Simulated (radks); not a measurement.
Question: Radial electron density D(r) = 4 pi r^2 rho(r) of an atom or ion with 10 electrons. Calculated with a radial shooting solver on a logarithmic mesh with Libxc functionals: non-relativistic Kohn-Sham, SCAN, spin-unpolarised, spherical densities, point nucleus; meta-GGA in the generalised Kohn-Sham scheme.

| r (bohr) | D(r) (e/bohr) |
|---|---|
| 0.005566 | 0.8656 |
| 0.006275 | 1.076 |
| 0.007019 | 1.314 |
| 0.007851 | 1.601 |
| 0.008852 | 1.971 |
| 0.009901 | 2.385 |
| 0.01116 | 2.912 |
| 0.01249 | 3.493 |
| 0.01408 | 4.220 |
| 0.01575 | 5.006 |
| 0.01761 | 5.901 |
| 0.01986 | 6.985 |
| 0.02221 | 8.108 |
| 0.02504 | 9.421 |
| 0.02801 | 10.73 |
| 0.03158 | 12.18 |
| 0.03533 | 13.54 |
| 0.03951 | 14.85 |
| 0.04455 | 16.12 |
| 0.04983 | 17.10 |
| 0.05618 | 17.86 |
| 0.06284 | 18.23 |
| 0.07085 | 18.19 |
| 0.07925 | 17.75 |
| 0.08864 | 16.96 |
| 0.09995 | 15.81 |
| 0.1118 | 14.60 |
| 0.126 | 13.35 |
| 0.141 | 12.45 |
| 0.159 | 11.94 |
| 0.1778 | 12.00 |
| 0.1989 | 12.60 |
| 0.2242 | 13.72 |
| 0.2508 | 14.99 |
| 0.2828 | 16.28 |
| 0.3163 | 17.08 |
| 0.3566 | 17.22 |
| 0.3989 | 16.53 |
| 0.4461 | 15.06 |
| 0.503 | 12.77 |
| 0.5626 | 10.25 |
| 0.6344 | 7.503 |
| 0.7096 | 5.180 |
| 0.8 | 3.171 |
| 0.8948 | 1.821 |
| 1.001 | 0.9431 |
| 1.128 | 0.4103 |
| 1.262 | 0.1654 |
| 1.423 | 0.05340 |
| 1.592 | 0.01580 |
| 1.795 | 0.003530 |
| 2.007 | 0.0007119 |
| 2.245 | 0.0001154 |

What is the nuclear charge?

Answer: Z = 16. The innermost maximum, from 1s, lies near 1/Z = 0.0625 bohr (found: 0.0659), and its height grows with Z. The density is that of the sulfur ion S6+ in [Ne]; the configuration itself is not fixed sharply by these data, and Z only to about a unit. D(r) has 2 maxima, at r = 0.0659, 0.343 bohr, and minima at 0.165 bohr, inside which lie 2.19 electrons.
